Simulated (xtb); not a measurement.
GeHF₂Cl, SMILES [F][GeH]([F])[Cl]. All values are semi-empirical tight-binding results from xtb (GFN2-xTB unless named), good for trends rather than for accurate numbers. The structure is a stationary point at GFN2-xTB.

For metal compounds this method's bond lengths and energies can be far off.

point group as xtb finds it: Cs
orbital gap: 7.10 eV
zero-point energy: 7.1 kcal/mol
G − E(el) at 298.15 K (modified RRHO): -12.0 kcal/mol
